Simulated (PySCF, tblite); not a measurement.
Isomers of C6H8F2Si, one GFN2-xTB conformer each. Single-point energies are computed at PBE0/pcSseg-1 (PySCF, gas phase, no added dispersion term), electronic only.

Problem. Rank them by PBE0/pcSseg-1 energy, lowest first (kJ/mol).
A. `[CH3:1][C:2]#[C:3][Si@@H:4]([F:5])[CH2:6]/[CH:7]=[CH:8]\[F:9]` with C3–Si4–C6–C7 -55°, Si4–C6–C7–C8 96°
B. `[CH3:1][C@@:2]1([F:3])[CH:4]=[CH:5][C:6]([F:7])=[CH:8][SiH2:9]1` with C1–C2–C4–C5 97°, C4–C5–C6–F7 -172°, C6–C8–Si9–C2 -18°, C1–C2–Si9–C8 -93°
C. `[CH:1]#[C:2][SiH2:3]/[C:4]([CH2:5][F:6])=[C:7](/[CH3:8])[F:9]` with C2–Si3–C4–C5 -41°, Si3–C4–C5–F6 -127°
D. `[F:1][C:2]1=[CH:3][CH2:4][C@:5]([F:6])([SiH3:7])[CH:8]=[CH:9]1` with C2–C3–C4–C5 -22°, C3–C4–C5–F6 -88°, C4–C5–C8–C9 -19°, F1–C2–C9–C8 -171°

Solution. A (0.0), B (75.7), D (120.5), C (213.4).

As drawn, the lowest has an Si–F bond, which the highest lacks. GFN2-xTB itself gives, in the same order: 0.0, 38.1, 21.2, 181.7. Both levels put the same isomer lowest; measured from each level's own lowest isomer, the values differ by up to 99.3 kJ/mol (FC1=CC[C@](F)([SiH3])C=C1: 21.2 against 120.5).

Problem. Which frontier levels, dipoles and rotational constants go with these structures?

Solution. 
```json
{"SMILES": "CC#C[Si@@H](F)C/C=C\\F", "HOMO (eV, PBE0/pcSseg-1)": "-7.02", "LUMO (eV)": "-0.29", "dipole (D)": "1.64", "A, B, C (MHz)": "1253, 1126, 669.7"}
{"SMILES": "C[C@@]1(F)C=CC(F)=C[SiH2]1", "HOMO (eV, PBE0/pcSseg-1)": "-6.99", "LUMO (eV)": "-1.70", "dipole (D)": "0.97", "A, B, C (MHz)": "2389, 1009, 840.5"}
{"SMILES": "FC1=CC[C@](F)([SiH3])C=C1", "HOMO (eV, PBE0/pcSseg-1)": "-6.81", "LUMO (eV)": "-1.49", "dipole (D)": "2.14", "A, B, C (MHz)": "3085, 808.4, 768.7"}
{"SMILES": "C#C[SiH2]/C(CF)=C(/C)F", "HOMO (eV, PBE0/pcSseg-1)": "-7.45", "LUMO (eV)": "-0.54", "dipole (D)": "1.48", "A, B, C (MHz)": "1838, 892.3, 669.6"}
```

Problem. What happens when harmonic zero-point energies from GFN2-xTB frequencies are added?

Solution. 
```tsv
SMILES	ZPE (kJ/mol)	electronic (kJ/mol)	with ZPE (kJ/mol)
CC#C[Si@@H](F)C/C=C\F	312.6	0.0	0.0
C[C@@]1(F)C=CC(F)=C[SiH2]1	312.3	75.7	75.4
FC1=CC[C@](F)([SiH3])C=C1	305.9	120.5	113.8
C#C[SiH2]/C(CF)=C(/C)F	303.3	213.4	204.0
```

The zero-point energies span 9.3 kJ/mol. The order is unchanged.
